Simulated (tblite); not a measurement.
C7H13P.
Numbering: `[CH3:1][CH2:2][P:3]1[CH:4]=[C:5]([CH3:6])[CH2:7][CH2:8]1` (hydrogens: H9, H10, H11 on C1; H12, H13 on C2; H14 on C4; H15, H16, H17 on C6; H18, H19 on C7; H20, H21 on C8)

Computed with GFN2-xTB (tblite), gas phase: L-BFGS steps from a force-field or distance-geometry start until the largest atomic force falls under 0.01 eV/Å.

At the end of the run (lengths in Å): P3–C4 1.820, C6–H16 1.087, C2–P3 1.876, C5–C7 1.504, C2–H13 1.094, C4–H14 1.079, C1–H9 1.088, P3–C4–C5 114.9°, C2–P3–C4 97.9°, P3–C8–C7 108.7°, C4–P3–C8 89.1°, C1–C2–P3–C4 78°, C2–P3–C4–C5 90°, P3–C4–C5–C6 180°, H20–C8–C7–C5 -142°, H15–C6–C5–C4 123°.

Question: These geometries were met on the way; a selection of coordinates is given. Order them by energy above the end point, lowest first.
A. P3–C4 1.849, C6–H16 1.091, C2–P3 1.865, C5–C7 1.512, C2–H13 1.091, C4–H14 1.091, C1–H9 1.089, P3–C4–C5 112.8°, C2–P3–C4 99.1°, P3–C8–C7 107.4°, C4–P3–C8 90.1°, C1–C2–P3–C4 81°, C2–P3–C4–C5 88°, P3–C4–C5–C6 -179°, H20–C8–C7–C5 -147°, H15–C6–C5–C4 119°
B. P3–C4 1.825, C6–H16 1.084, C2–P3 1.883, C5–C7 1.507, C2–H13 1.098, C4–H14 1.083, C1–H9 1.085, P3–C4–C5 114.2°, C2–P3–C4 98.9°, P3–C8–C7 107.4°, C4–P3–C8 89.6°, C1–C2–P3–C4 81°, C2–P3–C4–C5 88°, P3–C4–C5–C6 180°, H20–C8–C7–C5 -146°, H15–C6–C5–C4 120°
C. P3–C4 1.820, C6–H16 1.087, C2–P3 1.882, C5–C7 1.502, C2–H13 1.094, C4–H14 1.076, C1–H9 1.089, P3–C4–C5 115.0°, C2–P3–C4 98.8°, P3–C8–C7 108.0°, C4–P3–C8 88.9°, C1–C2–P3–C4 82°, C2–P3–C4–C5 88°, P3–C4–C5–C6 180°, H20–C8–C7–C5 -146°, H15–C6–C5–C4 120°
D. P3–C4 1.823, C6–H16 1.087, C2–P3 1.876, C5–C7 1.504, C2–H13 1.094, C4–H14 1.079, C1–H9 1.088, P3–C4–C5 114.9°, C2–P3–C4 98.6°, P3–C8–C7 108.4°, C4–P3–C8 88.8°, C1–C2–P3–C4 82°, C2–P3–C4–C5 89°, P3–C4–C5–C6 180°, H20–C8–C7–C5 -145°, H15–C6–C5–C4 120°
E. P3–C4 1.866, C6–H16 1.110, C2–P3 1.855, C5–C7 1.518, C2–H13 1.081, C4–H14 1.089, C1–H9 1.099, P3–C4–C5 112.2°, C2–P3–C4 99.2°, P3–C8–C7 107.5°, C4–P3–C8 90.2°, C1–C2–P3–C4 81°, C2–P3–C4–C5 88°, P3–C4–C5–C6 -179°, H20–C8–C7–C5 -147°, H15–C6–C5–C4 119°

Answer: D (0.003 eV), C (0.007 eV), B (0.017 eV), A (0.041 eV), E (0.077 eV).

| step | E above end (eV) | rms distance from the end, all atoms (Å) | largest force (eV/Å) | rms shift of all bonds from the end (Å) |
| --- | --- | --- | --- | --- |
| 9 | 0.003 | 0.061 | 0.046 | 0.001 |
| 5 | 0.007 | 0.062 | 0.149 | 0.002 |
| 3 | 0.017 | 0.064 | 0.199 | 0.003 |
| 1 | 0.041 | 0.066 | 0.472 | 0.008 |
| 0 | 0.077 | 0.068 | 0.782 | 0.014 |

Rows stand in the order of the answer.
